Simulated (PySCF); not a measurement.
C4H6ClF, SMILES C[C@]1(F)C[C@H]1Cl. Coordinates come from a PBE-D3(BJ)/def2-SVP optimisation. The structure was generated by enumeration; whether it is a known compound was not checked.

Computed equilibrium geometry at PBE-D3(BJ)/def2-SVP (PySCF confirms it by a frequency run) as Cartesian coordinates in Å:
```xyz
12

C      2.0811    -0.8396    -0.3904
C      0.7026    -0.5446     0.1345
F      0.7305    -0.1133     1.4384
C     -0.5158    -1.3451    -0.2543
C     -0.3564     0.0804    -0.7461
Cl    -1.3862     1.3572    -0.0943
H      2.0415    -1.1521    -1.4516
H      2.7230     0.0608    -0.3125
H      2.5495    -1.6568     0.1950
H     -1.2527    -1.4942     0.5496
H     -0.4277    -2.1706    -0.9787
H     -0.1118     0.2529    -1.8065
```
Charge 0, spin multiplicity 1.
